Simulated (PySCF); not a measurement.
C2H4BrIn, SMILES C=[CH][InH][Br].

Geometry: PBE-D3(BJ)/def2-SVP. The def2 effective core potentials stand for the cores of In; spin–orbit coupling is left out. One conformer was computed; it need not be the lowest.

Level of theory: PBE-D3(BJ)/def2-SVP (PySCF 2.14.0).

Frequencies are harmonic and unscaled.

```json
[
 {"mode": "1", "ν (cm⁻¹)": "58", "IR (km/mol)": "0.1", "moving atoms (share of kinetic energy)": "C 54 %, H 40 %"},
 {"mode": "2", "ν (cm⁻¹)": "61", "IR (km/mol)": "1.4", "moving atoms (share of kinetic energy)": "C 38 %, In 28 %, Br 20 %, H 14 %"},
 {"mode": "3", "ν (cm⁻¹)": "221", "IR (km/mol)": "10.2", "moving atoms (share of kinetic energy)": "Br 42 %, C 36 %, In 11 %, H 11 %"},
 {"mode": "4", "ν (cm⁻¹)": "255", "IR (km/mol)": "25.9", "moving atoms (share of kinetic energy)": "C 34 %, In 33 %, Br 20 %, H 13 %"},
 {"mode": "5", "ν (cm⁻¹)": "343", "IR (km/mol)": "7.6", "moving atoms (share of kinetic energy)": "H 97 %"},
 {"mode": "6", "ν (cm⁻¹)": "431", "IR (km/mol)": "113.1", "moving atoms (share of kinetic energy)": "H 73 %, C 19 %"},
 {"mode": "7", "ν (cm⁻¹)": "454", "IR (km/mol)": "46.8", "moving atoms (share of kinetic energy)": "H 70 %, C 27 %"},
 {"mode": "8", "ν (cm⁻¹)": "520", "IR (km/mol)": "22.8", "moving atoms (share of kinetic energy)": "C 51 %, H 43 %"},
 {"mode": "9", "ν (cm⁻¹)": "944", "IR (km/mol)": "27.6", "moving atoms (share of kinetic energy)": "H 72 %, C 28 %"},
 {"mode": "10", "ν (cm⁻¹)": "955", "IR (km/mol)": "10.4", "moving atoms (share of kinetic energy)": "H 88 %, C 12 %"},
 {"mode": "11", "ν (cm⁻¹)": "1004", "IR (km/mol)": "13.2", "moving atoms (share of kinetic energy)": "H 94 %"},
 {"mode": "12", "ν (cm⁻¹)": "1192", "IR (km/mol)": "20.3", "moving atoms (share of kinetic energy)": "H 73 %, C 27 %"},
 {"mode": "13", "ν (cm⁻¹)": "1366", "IR (km/mol)": "10.4", "moving atoms (share of kinetic energy)": "H 83 %, C 17 %"},
 {"mode": "14", "ν (cm⁻¹)": "1597", "IR (km/mol)": "7.5", "moving atoms (share of kinetic energy)": "C 84 %, H 16 %"},
 {"mode": "15", "ν (cm⁻¹)": "1752", "IR (km/mol)": "162.5", "moving atoms (share of kinetic energy)": "H 98 %"},
 {"mode": "16", "ν (cm⁻¹)": "3033", "IR (km/mol)": "18.1", "moving atoms (share of kinetic energy)": "H 95 %"},
 {"mode": "17", "ν (cm⁻¹)": "3087", "IR (km/mol)": "4.1", "moving atoms (share of kinetic energy)": "H 91 %, C 9 %"},
 {"mode": "18", "ν (cm⁻¹)": "3123", "IR (km/mol)": "6.4", "moving atoms (share of kinetic energy)": "H 90 %, C 10 %"}
]
```
